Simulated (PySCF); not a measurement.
**UHF on Sb⁺ (antimony, charge +1)**

Configuration: [Kr] 4d10 5s2 5p2, high-spin 3P determinant. Calculation: PySCF 2.14, in cc-pVDZ-PP with ECP28MDF; a scalar-relativistic core potential.

| Quantity | Value |
| --- | --- |
| Total energy | -238.956599 hartree |
| One-electron energy | -412.4350 hartree |
| Hartree (Coulomb) energy | 191.6952 hartree |
| Exchange energy | -18.2168 hartree |
| ⟨S²⟩ | 2.0088 |
| ⟨L²⟩ | 2.024 |
| Sum of ⟨r⟩ | 26.96 bohr |
| Sum of ⟨r²⟩ | 46.50 bohr² |
| Traceless quadrupole moment −½Σ⟨3z² − r²⟩ along its main axis | 3.34 e·bohr² |
| Time after the integrals | 0.08 s of wall time on 1 thread of Neoverse-V1 (shared host) |

```tsv
shell	electrons	mean orbital energy (hartree)	spread (hartree)	rms radius, mean of both spins (bohr)
4s α	1	-6.84628	0	0.849
4s β	1	-6.83460	0	0.849
4p α	3	-4.91280	0.00589	0.917
4p β	3	-4.90119	0.02204	0.917
4d α	5	-1.94013	0.01506	1.10
4d β	5	-1.92940	0.02493	1.10
5s α	1	-0.98235	0	2.36
5s β	1	-0.82123	0	2.36
5p α	2	-0.60203	0	2.89
```

Energies and moments cover only the electrons outside the core potential.
